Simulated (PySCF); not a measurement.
**How methods differ on the excitation energy of Ga**

Ga [Ar] 3d10 4s2 4p1 (2P) → Ga [Ar] 3d10 4s2 5s1 (2S), as a difference of total energies. Calculation: PySCF 2.14, in aug-cc-pwCVDZ-PP with ECP10MDF; a scalar-relativistic core potential. Correlated levels: valence and next inner shell: nothing frozen outside the core potential. The calculations carry no spin-orbit coupling.

```csv
method,excitation energy (cm⁻¹)
UHF,23376
MP2 (valence and next inner shell),23400
SCS-MP2 (valence and next inner shell),23229
CCSD (valence and next inner shell),23793
CCSD(T) (valence and next inner shell),23748
```

Errors of the correlated levels include the incompleteness of this basis.

For comparison: 24238 cm⁻¹ (measured; NIST levels, between the centres of gravity of the two terms).
